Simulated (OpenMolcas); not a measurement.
Computed levels of Ne II

| Item | Value |
| --- | --- |
| Program | OpenMolcas 26.06 |
| Method | CASSCF |
| Basis | ANO-RCC-VQZP [5s4p3d2f1g] |
| Scalar Hamiltonian | DKH2, point nucleus |
| Active space | 7 electrons in 8 orbitals (2s 2p 3s 3p) |
| State averaging | 2S+1 = 2 odd, 3 roots; 2S+1 = 2 even, 1 root |
| Spin-orbit coupling | state interaction with AMFI integrals over the reference wave functions, term energies averaged over their components |

Spin-free terms above the lowest, with the occupations of the reference (each correlating shell added to its valence partner):

| Configuration | Term | E (cm⁻¹) | Occupations |
| --- | --- | --- | --- |
| 2s² 2p⁵ | ²P° | 0.0 | 2s 2.00 2p 5.00 |
| 2s 2p⁶ | ²S | 235573 | 2s 1.01 2p 5.99 |

With spin-orbit coupling, above the lowest level:

```tsv
Configuration	Term	J	E (cm⁻¹)	Measured (cm⁻¹)	g	Term weight %
2s² 2p⁵	²P°	3/2	0.0	0.0	1.334	100
2s² 2p⁵	²P°	1/2	773	780	0.666	100
2s 2p⁶	²S	1/2	235831	217048	2.002	100
```

Against the 2 measured excited levels shown (NIST Handbook of Basic Atomic Spectroscopic Data) the mean absolute deviation is 9400 cm-1; the largest miss in energy is 2s 2p⁶ ²S_1/2: computed 235831, measured 217048 cm⁻¹ (+8.7 %).

Spin-orbit coupling puts the lowest level 258 cm⁻¹ below the lowest spin-free term.

Without dynamic correlation excited terms often stand tens of per cent too high (terms of higher spin than the ground term too low), and those without a measured partner can miss by more than the paired ones. Active for correlation alone: 3p 3s; no level in the range computed is led by a configuration that fills them, so any true level of that kind is missing. Measured partners are found by configuration, term and J. A level has none where our copy of the source lacks it or the pairing is in doubt (some pairs that miss far off the trend of their configuration count as doubtful), and it then counts in no deviation. Only configurations of the active space appear. The first state left out of the spin-orbit step lies near 410000 cm-1 above the lowest spin-free state of the reference (among the parities and spins computed), and the list stops at four fifths of that energy or lower.

The term weight is that of the spin-free term in the level, not the purity of its configuration. ° marks odd parity.
